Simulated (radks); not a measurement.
The nuclear charge of the thulium ion Tm+ is varied continuously with 68 electrons held in [Xe] 4f13 6s1. Method: Dirac Kohn-Sham, PBE, spin-unpolarised, spherical densities, finite nucleus; open shells are shared between the two j in proportion to 2j + 1; Fermi nuclear charge, rms radius 5.2256 fm; computed with a radial shooting solver on a logarithmic mesh with Libxc functionals. By the Hellmann-Feynman theorem dE/dZ = E(electron-nucleus)/Z, the electronic potential at the nucleus (averaged over a nucleus of fixed radius).

[
 {"Z": "68.5", "E (hartree)": "-13338.0088", "E(electron-nucleus)/Z (hartree)": "-482.183", "HOMO": "4f7/2", "e(HOMO) (eV)": "-2.576", "<r> HOMO (bohr)": "0.8809"},
 {"Z": "69", "E (hartree)": "-13580.4516", "E(electron-nucleus)/Z (hartree)": "-487.585", "HOMO": "6s1/2", "e(HOMO) (eV)": "-9.164", "<r> HOMO (bohr)": "3.587"},
 {"Z": "69.5", "E (hartree)": "-13825.5923", "E(electron-nucleus)/Z (hartree)": "-492.978", "HOMO": "6s1/2", "e(HOMO) (eV)": "-13.070", "<r> HOMO (bohr)": "3.314"},
 {"Z": "70", "E (hartree)": "-14073.4306", "E(electron-nucleus)/Z (hartree)": "-498.376", "HOMO": "6s1/2", "e(HOMO) (eV)": "-17.375", "<r> HOMO (bohr)": "3.096"}
]

The central difference of E at Z = 69 is -487.584 hartree, to compare with the third column; the second derivative is -10.8 hartree. No converged solution with all levels bound was reached at Z = 68.
